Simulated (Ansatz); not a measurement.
hydrogen selenide (SMILES [SeH2]) moved off its minimum; all values from Ansatz (an electronic-structure program), cores frozen in correlated methods.
(charge 0, multiplicity 1)
```xyz
3

Se     0.03958     0.08327     0.06634
H     -1.16389    -0.95755    -0.08641
H      1.14110    -0.90479    -0.01536
```

```csv
level,largest force (eV/Å),on atom,rms difference from CCSD(T)/aug-cc-pVTZ (eV/Å),dipole (D)
HF/def2-TZVPP,2.57,H2,0.302,0.80
PBE/def2-TZVPP,1.89,H2,0.141,0.69
r2SCAN/def2-TZVPP,2.17,H2,0.041,0.76
B3LYP/def2-TZVPP,2.07,H2,0.014,0.68
wB97M-V/def2-TZVPP,2.28,H2,0.117,0.71
MP2/aug-cc-pVTZ,2.35,H2,0.138,0.68
CCSD(T)/aug-cc-pVTZ,2.10,H2,0.000,0.65
```

The differences count from one level among others, with limits of its own. Forces at CCSD(T)/aug-cc-pVTZ (eV/Å):

```tsv
atom	Fx	Fy	Fz
Se1	-1.349	-1.085	-0.162
H2	1.762	1.137	0.179
H3	-0.413	-0.052	-0.018
```
